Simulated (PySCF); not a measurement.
## Ionising TlO

HSE06; PySCF, scalar-relativistic core potentials, basis sets Tl cc-pVDZ-PP with ECP60, O cc-pVDZ. Neutral (UKS): doublet (π ↑), Re = 2.193 Å, ωe = 477 cm⁻¹, De = 2.98 eV, HOMO -5.90 eV, LUMO -3.09 eV.

TlO⁺ (UKS): triplet (π ↑↑), Re = 2.935 Å, ωe = 140 cm⁻¹. The energies at the minima are -247.60242 hartree for TlO and -247.30475 for TlO⁺.

**Question.** Work out the adiabatic ionisation energy, without and with harmonic zero-point energies (1 hartree = 27.2114 eV, 1 eV = 8065.5 cm⁻¹), and the change of the bond length.

**Answer.** At HSE06: 0.29767 hartree = 8.100 eV between the minima; the zero-point term (140.0 − 477.0)/2 cm⁻¹ = -0.021 eV makes it 8.079 eV. Re changes by +74.2 pm against the neutral. The electron leaves a π orbital, and the ion is left as a loose complex of an ion and an atom.

These are scalar-relativistic numbers at best; spin–orbit coupling would shift them, the dissociation energy most. States were picked by a PBE0 search and need not be the measured ground states.
